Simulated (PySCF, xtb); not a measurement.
C3H10FNSi, SMILES F[SiH2]CN(C)C. The values are those of a single conformer.

Harmonic wavenumbers (cm⁻¹) from GFN2-xTB run with xtb at its own minimum, in rising order: 39, 69, 149, 220, 237, 263, 361, 382, 432, 516, 573, 683, 756, 794, 810, 845, 900, 1038, 1064, 1079, 1126, 1172, 1256, 1266, 1325, 1413, 1426, 1474, 1485, 1488, 1494, 1500, 2294, 2320, 2776, 2825, 2838, 2949, 3008, 3012, 3014, 3016.

**Question.** What does PBE-D3(BJ)/def2-SVP in PySCF 2.14.0 give at its own minimum? (Estimate from the structure and the level; the computed values follow.)

**Answer.** 32, 77, 177, 230, 259, 279, 338, 373, 405, 553, 664, 717, 781, 834, 859, 909, 946, 1036, 1050, 1077, 1117, 1146, 1225, 1264, 1286, 1371, 1374, 1401, 1402, 1421, 1423, 1436, 2168, 2181, 2791, 2825, 2840, 2989, 3001, 3007, 3057, 3063. Paired by order, the mean absolute difference is 37 cm⁻¹ and the zero-point energies are 79.6 and 79.2 kcal/mol.
